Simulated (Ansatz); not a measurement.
Geometry optimisation, UKS B3LYP/6-31G in Ansatz.

Input:

```yaml
crystal:
  periodic: [false, false, false]
  atoms:
    - { symbol: C, position_ang: [0.4137, -2.2123, -0.0097] }
    - { symbol: Al, position_ang: [0.6759, -0.3505, -0.7636] }
    - { symbol: C, position_ang: [2.3975, 0.0981, -1.6096] }
    - { symbol: C, position_ang: [-0.6773, 1.0444, -0.6723] }
    - { symbol: Si, position_ang: [-1.1636, 1.3976, 1.0971] }
    - { symbol: "N", position_ang: [-1.8584, -0.0327, 1.8943] }
    - { symbol: H, position_ang: [-0.6379, -2.2278, 0.3891] }
    - { symbol: H, position_ang: [0.5292, -2.9023, -0.8339] }
    - { symbol: H, position_ang: [1.1006, -2.3492, 0.8306] }
    - { symbol: H, position_ang: [2.9004, 0.9379, -1.019] }
    - { symbol: H, position_ang: [-0.24112, -1.58524, -0.6855] }
    - { symbol: H, position_ang: [2.2903, 0.4, -2.6361] }
    - { symbol: H, position_ang: [-0.4404, 1.9875, -1.1756] }
    - { symbol: H, position_ang: [-1.6834, 0.6781, -1.1749] }
    - { symbol: H, position_ang: [-2.15, 2.4815, 1.1673] }
    - { symbol: H, position_ang: [0.0584, 1.8499, 1.8484] }
    - { symbol: H, position_ang: [-2.724, -0.251, 1.3776] }
    - { symbol: H, position_ang: [-2.1527, 0.2524, 2.875] }
magnetization:
  spin_polarized: true
basis:
  gaussian: { orbitals: "6-31G" }
hamiltonian:
  xc: b3lyp
relax:
  f_tol: 0.02
  max_steps: 50
output:
  orbitals: {}
```

Run as:

```bash
$ ansatz run input.yaml --threads 2 --pin off --max-ram 3072MiB --backend cpu --events-out ev --progress --plain --runs-dir out
```

**Question.** Where does it end, and by what steps?

**Answer.** The run ended unconverged. Limits of this set-up: no polarisation functions. After 49 steps the energy has fallen by 5.954 eV; H18 moved furthest, 2.37 Å. Parted: C1–Al2 (2.03 → 4.55 Å), Al2–H11 (1.54 → 3.59 Å). Joined: Al2–N6 (3.69 → 2.08 Å).

```tsv
step	energy less start (eV)	largest force component (eV/Å)	accepted
0	0.0000	2.857	yes
2	-2.1949	1.700	yes
4	-3.2025	1.939	yes
6	-4.4407	1.339	yes
8	-4.7922	0.756	yes
10	-4.9381	0.434	yes
12	-4.9482	0.861	no
14	-4.9934	0.356	yes
16	-5.0159	0.489	yes
18	-5.0579	0.139	yes
20	-5.0321	0.573	no
22	-5.0874	0.063	yes
24	-5.0936	0.083	yes
26	-5.1123	0.105	yes
28	-5.1523	0.437	yes
30	-5.3715	0.535	yes
32	-5.8198	0.640	yes
34	-5.8834	0.321	yes
36	-5.9104	0.106	yes
38	-5.9211	0.262	yes
40	-5.9308	0.424	yes
42	-5.9424	0.120	yes
44	-5.9467	0.156	yes
46	-5.9495	0.056	yes
48	-5.9528	0.114	yes
49	-5.9540	0.142	yes
```

```xyz
18
Properties=species:S:1:pos:R:3
C 0.210 -3.442 -0.140
Al 0.392 1.086 -0.534
C 1.844 0.205 -1.189
C -1.034 2.532 -0.612
Si -1.763 1.966 1.033
N -0.556 0.506 1.223
H -0.537 -3.250 0.638
H -0.234 -4.075 -0.913
H 1.065 -3.960 0.304
H 2.362 0.485 -2.105
H 0.541 -2.502 -0.591
H 2.304 -0.635 -0.667
H -0.641 3.554 -0.598
H -1.724 2.436 -1.458
H -3.144 1.377 1.061
H -1.530 2.828 2.240
H -0.966 -0.428 1.161
H 0.048 0.533 2.046
```

Run time: 5.9 min on 2 threads of Intel(R) Xeon(R) Platinum 8488C (Sapphire Rapids), on a shared host, peak memory 0.41 GiB.
